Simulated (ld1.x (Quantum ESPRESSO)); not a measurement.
## zirconium, TM: configuration errors across variants

- Element: Zr
- Generator: ld1.x (Quantum ESPRESSO) 7.5
- Type: norm-conserving Troullier–Martins (Kleinman–Bylander form)
- Functional: PBEsol
- Relativity: scalar-relativistic
- Frozen core: [Ar] 3d10 4s2
- Valence charge: 10
- Reference configuration: 4p6 4d1 5s0 5p0 (charge +3)
- Partial waves: 4p (bound): rc 1.55 bohr; 4d (bound): rc 2.20 bohr; 5s (bound, empty): rc 2.30 bohr
- Local potential: the s channel
- Core correction: a·sin(br)/r model core, default radius (core density twice the valence density)

All-electron excitation energies from the reference (eV): (1) 4p6 4d2 5s2 5p0 -42.665; (2) 4p6 4d2 5s1 5p0 -35.494; (3) 4p6 4d2 5s0 5p0 -22.585; (4) 4p6 4d3 5s0 5p0 -35.118; (5) 4p5 4d2 5s2 5p0 -4.695; (6) 4p6 4d1 5s2 5p0 -34.983; (7) 4p6 4d2 5s1 5p1 -39.591.

1 further variants failed, have other tests or too few solved ones, and are left out.

A true bound ghost makes a file unfit for plane-wave use even where its test errors are small: the radial tests pick states by their node count and pass the ghost by.

Errors AE − PS in meV (a dash: test not solved or not reliable):

```tsv
change	(1)	(2)	(3)	(4)	(5)	(6)	(7)	bound ghosts
base	+64	-15	-86	-270	-130	+52	-390	none
wave 5s (bound): rc 2.30 bohr becomes 5s (bound): rc 2.32 bohr	+64	-15	-86	-270	-130	+52	-390	none
wave 5s (bound): rc 2.30 bohr becomes 5s (bound): rc 2.76 bohr	+11	-41	-97	-317	-206	+23	-484	none
wave 5s (bound): rc 2.30 bohr becomes 5s (bound): rc 3.04 bohr	+9.7	-42	-97	-318	-208	+23	-486	none
wave 5s (bound): rc 2.30 bohr becomes 5s (bound): rc 3.30 bohr	+11	-45	-97	-315	-201	+20	-476	none
```

Problem. Give the same row for: wave 5s (bound): rc 2.30 bohr becomes 5s (bound): rc 1.94 bohr.

Solution. +344, +140, -68, -201, +7.8, +221, -139; bound ghosts: s (extra level of the local part).
